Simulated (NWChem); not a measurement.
WH$_{2}$F$_{4}$; SMILES [F][WH2]([F])([F])[F]

Program: NWChem. Geometry: optimised at PBE0/def2-SVP. def2 effective core potentials on W; no spin-orbit coupling. Level M06-2X/def2-SVP: energy and gradient on several grids; changes count from the extra-fine grid, which is no exact limit either.

Which is the coarsest grid (coarse; xfine; xcoarse; fine; medium) from which on the energy stays within 50 μHa and each gradient component within 100 μHa/bohr of xfine?

fine.
```tsv
grid	size of the energy change (μHa)	largest change of a gradient component (μHa/bohr)
xcoarse	5000	3000
coarse	2000	400
medium	200	90
fine	20	60
xfine	< 10	< 30
```
